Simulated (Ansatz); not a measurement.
Compare A (`[SiH3]O[SiH2]O[SiH3]`) with its isomer B (`O[SiH2][SiH](O)[SiH3]`).

Isolated molecules relaxed with PBE0-D4/def2-TZVP in Ansatz; ΔE leaves out vibrations. CBS: MP2 limit from def2 TZ/QZ plus the TZ coupled-cluster correction, frozen cores. Functionals use def2-TZVPP. B3LYP here is the variant with VWN-RPA as its local correlation; programs differ in this. One conformer a species, not always the lowest.

A:

```xyz
13

Si   -2.085    0.846    0.905
O    -1.128   -0.473    0.749
Si   -0.255   -1.391   -0.273
O     0.949   -0.526   -0.945
Si    2.304    0.350   -0.670
H    -2.836    0.727    2.178
H    -3.038    0.927   -0.233
H    -1.250    2.074    0.930
H    -1.117   -1.871   -1.377
H     0.311   -2.508    0.517
H     1.939    1.709   -0.197
H     3.147   -0.316    0.359
H     3.058    0.451   -1.942
```

B:

```xyz
13

O     1.2456    2.1034    0.9900
Si   -0.1895    1.2672    1.1066
Si    0.4591   -0.7611    0.1059
O     1.8457   -0.3948   -0.7276
Si   -1.1504   -1.6143   -1.3616
H     1.2671    3.0191    1.2718
H    -0.6366    1.1510    2.5247
H    -1.2721    1.9856    0.3725
H     0.7230   -1.7792    1.1672
H     2.2712    0.4180   -0.4377
H    -0.6852   -2.8575   -2.0335
H    -1.4990   -0.6070   -2.3993
H    -2.3788   -1.9302   -0.5791
```

Problem. Which isomer does CCSD(T)/CBS put lower? Give the gap. (Estimate.)

Solution. Computed: A, by 59.3 kcal/mol.

Problem. Give E(B) − E(A) in kcal/mol with CCSD(T)/def2-TZVPP, HF/def2-TZVPP, PBE-D4, MP2/def2-TZVPP, B3LYP, B2PLYP, r2SCAN-D4. (Best estimate.)

Solution. The calculation gave: CCSD(T)/def2-TZVPP 59.7, HF/def2-TZVPP 73.0, PBE-D4 45.6, MP2/def2-TZVPP 62.9, B3LYP 59.0, B2PLYP 61.3, r2SCAN-D4 55.6. None reverses the order clearly.

Largest T1 diagnostic: 0.013.

In def2-TZVPP, CCSD(T) changes the Hartree–Fock value by −13.4 kcal/mol (the triples alone add −1.9 kcal/mol) and MP2 by −10.1 kcal/mol. From PBE to PBE0 (25 % exact exchange), in def2-TZVPP and without D4, E(B) − E(A) moves by +4.7 kcal/mol.
